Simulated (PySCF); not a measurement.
## Correlation energy of Ne²⁺ (neon, charge +2)

[He] 2s2 2p4, high-spin 3P determinant. Calculation: PySCF 2.14, in cc-pVDZ-DK (3s2p1d, 14 functions); scalar relativity by spin-free X2C-1e. Frozen: 1s2; 6 electrons correlated.

MP2 pair energies summed by pair of shells (mhartree):

```csv
pair,energy,share (%)
2p-2p,-43.85,46.7
2s-2p,-42.95,45.8
2s-2s,-7.07,7.5
```

Total MP2 correlation energy: -93.86 mhartree.

Same-spin part -22.34 and opposite-spin part -71.53 mhartree; SCS-MP2 scales them by 1/3 and 6/5 to -93.28 mhartree.

```csv
level,correlation energy (mhartree)
CCSD,-106.25
(T),-0.64
CCSD(T),-106.89
```

Diagnostics: T1 = 0.0029, D1 = 0.0048, largest double amplitude 0.031.

Cost of the coupled-cluster step: 0.1 s of wall time on 1 thread of Neoverse-V2 (shared host), for 6 correlated electrons.

Iterations:

```
CC2 = 0
CCSD nocc = (np.int64(4), np.int64(2)), nmo = (13, 13)
frozen orbitals [[0], [0]]
max_cycle = 100
direct = 0
conv_tol = 1e-08
conv_tol_normt = 1e-06
diis_space = 8
diis_start_cycle = 0
Init t2, MP2 energy = -0.0938646232636001
Init E_corr(UCCSD) = -0.093864623267865
cycle = 1  E_corr(UCCSD) = -0.104057202378589  dE = -0.0101925791  norm(t1,t2) = 0.016399
cycle = 2  E_corr(UCCSD) = -0.105731634779796  dE = -0.0016744324  norm(t1,t2) = 0.00427652
cycle = 3  E_corr(UCCSD) = -0.106274316415248  dE = -0.000542681635  norm(t1,t2) = 0.00159362
cycle = 4  E_corr(UCCSD) = -0.106249646418271  dE = 2.4669997e-05  norm(t1,t2) = 0.000340711
cycle = 5  E_corr(UCCSD) = -0.106252622417233  dE = -2.97599896e-06  norm(t1,t2) = 4.20671e-05
cycle = 6  E_corr(UCCSD) = -0.106252417859568  dE = 2.04557665e-07  norm(t1,t2) = 5.12558e-06
cycle = 7  E_corr(UCCSD) = -0.106252460613702  dE = -4.27541338e-08  norm(t1,t2) = 6.39025e-07
cycle = 8  E_corr(UCCSD) = -0.106252454695534  dE = 5.9181685e-09  norm(t1,t2) = 9.09105e-08
UCCSD converged
E(UCCSD) = -126.5616967942891  E_corr = -0.1062524546955337
UCCSD(T) correction = -0.000640517118499611
```
